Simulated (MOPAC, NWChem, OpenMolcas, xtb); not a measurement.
**How methods differ on GeH2I (SMILES [GeH2][I])**

GeH2I has 4 atoms, charge 0, and is taken as a doublet. As SMILES, `[GeH2][I]`. The shape is that of a PBE0-D4/def2-TZVP optimisation.

Each level gives the dipole moment (D). The values are calculated.

```csv
level,kind,program,value (D),CPU time
PM6,semi-empirical,MOPAC,1.78,under 2 s
PM7,semi-empirical,MOPAC,3.58,under 2 s
GFN2-xTB,semi-empirical,xtb,4.57,under 2 s
GFN0-xTB,semi-empirical,xtb,0.90,under 2 s
UHF/ANO-RCC-MB (DKH2),Hartree–Fock,OpenMolcas,2.12,11 s
UPBE/def2-SVP (core potential),GGA,NWChem,1.06,21 s
UPBE/def2-TZVP (core potential),GGA,NWChem,1.03,62 s
UPBE/def2-TZVPP (core potential),GGA,NWChem,1.04,86 s
U-r2SCAN/def2-SVP (core potential),meta-GGA,NWChem,1.30,26 s
U-r2SCAN/def2-TZVPP (core potential),meta-GGA,NWChem,1.19,94 s
```

The values span 0.90 to 4.57 D. Magnitudes only. Times are those of the runs behind each value, whatever else they computed, on shared processors of several kinds: orders of magnitude only.
